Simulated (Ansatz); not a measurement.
Several settings on one geometry of SiH2Me(OMe) (C2H8OSi) (that of the charge 0 singlet, r2SCAN-D4/def2-SVP). Ansatz on 4 threads of Arm Neoverse V1 on a shared host; times are rough.

Cartesian coordinates in Å:
```
Si 0.3843 0.5533 0.2604
H 0.4024 0.6204 1.7591
H 1.8069 0.5734 -0.2157
C -0.5841 1.9697 -0.4615
H -0.1418 2.9370 -0.1739
H -1.6262 1.9494 -0.1057
H -0.5971 1.9113 -1.5611
O -0.3619 -0.8552 -0.2375
C 0.0915 -2.1407 0.1151
H 1.1237 -2.3285 -0.2390
H -0.5693 -2.8887 -0.3507
H 0.0715 -2.3014 1.2104
```

Totals from different functionals, basis sets or treatments of relativity can't be compared as stabilities.

The 6-31G sets use Cartesian d functions. Correlated methods freeze 8 core orbitals.

(1) Give the basis size and estimate the energy, ⟨S²⟩, dipole and time of these runs.

| run | method | charge | state | further keys |
| --- | --- | --- | --- | --- |
| 1 | RKS B2PLYP/STO-3G | 0 | singlet | pseudopotentials: {relativity: none}; scf: {lower_state_search: off}; forces asked |
| 2 | RKS RPBE-D3(BJ)-ATM/6-31++G** | 0 | singlet | scf: {lower_state_search: off}; forces asked |
| 3 | UKS r2SCAN0-D3(BJ)/6-31G* | 0 | singlet | scf: {omitted_lower_state_checks: [starts]} |

Answers

(1) 
```csv
run,functions,energy (Eh),⟨S²⟩,dipole (D),wall time
1,32,-440.0076,–,0.69,1.1 s
2,128,-445.7790,–,0.34,0.95 s
3,80,-445.6140,0.00,–,2.7 s
```
